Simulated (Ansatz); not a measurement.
Cost and result for the atomization energy of C2H8GeO, SMILES `CC[O][GeH3]` (12 atoms, 11 bonds).

Cartesian coordinates in Å:
```
C 0.453 -1.601 -1.023
C 0.111 -0.180 -0.647
O -0.069 -0.107 0.752
Ge -0.476 1.474 1.459
H -0.350 -2.277 -0.725
H 0.598 -1.687 -2.103
H 1.370 -1.917 -0.523
H -0.804 0.137 -1.171
H 0.917 0.497 -0.969
H 0.653 2.474 1.140
H -0.603 1.213 2.963
H -1.800 1.973 0.847
```

The species carries charge 0 and has multiplicity 1. Correlated methods include outer-core shells of Ge, which these sets cover unevenly. Scalar relativity is left out up to krypton. All single points use the PBE0-D4/def2-TZVP geometry. It is one conformer, not always the lowest. Program: Ansatz. All runs use 4 threads of an Arm Neoverse V1 on a shared host. Times are those of one run each, without the atoms' runs, and a repeat can differ threefold. Electronic energies, without spin–orbit coupling; frozen cores. CCSD(T)/CBS adds CCSD(T) − MP2 in def2-TZVPP to the MP2 limit, and its time is that of the two runs behind it. T1 = 0.011. With those shells the extrapolation isn't a true limit. HSE06 is the plane-wave form, built on full-range PBE exchange.

CCSD(T)/CBS is a level of theory with its own doubt, some kJ/mol a heavy atom from the limit and from the frozen cores, so smaller differences don't rank the functionals.

| level | functions | wall time |
| --- | --- | --- |
| BLYP-D4/def2-TZVPP | 253 | 2.2 s |
| revPBE-D4/def2-TZVPP | 253 | 2.3 s |
| PBE0-D4/def2-TZVPP | 253 | 3.3 s |
| HSE06-D4/def2-TZVPP | 253 | 3.6 s |
| BHLYP-D4/def2-TZVPP | 253 | 3.6 s |
| CAM-B3LYP-D4/def2-TZVPP | 253 | 4 s |
| r2SCAN-D4/def2-TZVPP (with forces) | 253 | 6 s |
| r2SCANh-D4/def2-TZVPP | 253 | 6 s |
| CCSD(T)/def2-SVP | 114 | 9.5 s |
| ωB97M-V/def2-TZVPP (with forces) | 253 | 13 s |
| MP2/def2-QZVPP | 500 | 29 s |
| CCSD(T)/def2-TZVPP | 253 | 4.1 min |
| CCSD(T)/CBS(def2) | – | 4.6 min |

(1) What atomization energy does each give, and how far from CCSD(T)/CBS? (Best estimate.)

## Answers

(1) Ansatz gave: 
| level | atomization (kJ/mol) | difference from CCSD(T)/CBS | per bond |
| --- | --- | --- | --- |
| BLYP-D4/def2-TZVPP | 4147.2 | -40.4 | -3.7 |
| revPBE-D4/def2-TZVPP | 4122.1 | -65.5 | -6.0 |
| PBE0-D4/def2-TZVPP | 4160.1 | -27.5 | -2.5 |
| HSE06-D4/def2-TZVPP | 4162.0 | -25.6 | -2.3 |
| BHLYP-D4/def2-TZVPP | 4071.6 | -116.0 | -10.5 |
| CAM-B3LYP-D4/def2-TZVPP | 4195.5 | 7.9 | 0.7 |
| r2SCAN-D4/def2-TZVPP (with forces) | 4181.2 | -6.4 | -0.6 |
| r2SCANh-D4/def2-TZVPP | 4159.9 | -27.7 | -2.5 |
| CCSD(T)/def2-SVP | 3982.3 | -205.3 | -18.7 |
| ωB97M-V/def2-TZVPP (with forces) | 4173.0 | -14.6 | -1.3 |
| MP2/def2-QZVPP | 4173.6 | -14.0 | -1.3 |
| CCSD(T)/def2-TZVPP | 4102.0 | -85.6 | -7.8 |
| CCSD(T)/CBS(def2) | 4187.6 | 0.0 | 0.0 |

Leaving LDA and LC-ωPBE aside and taking each functional with its dispersion term where it has one, the values, not all of them listed here, spread over 142.3 kJ/mol, from BHLYP-D4 to PBE-D4. LDA lies +551.3 kJ/mol from PBE without D4, its usual overbinding. From BLYP to BHLYP (50 % exact exchange), in def2-TZVPP and without D4, the atomization energy moves by −54.9 kJ/mol: exact exchange takes away binding that semilocal exchange gives to molecules. In def2-TZVPP, CCSD(T) changes the Hartree–Fock value by +1026.2 kJ/mol (the triples alone add +49.8 kJ/mol) and MP2 by +1047.4 kJ/mol; breaking electron pairs costs correlation energy, which Hartree–Fock lacks.
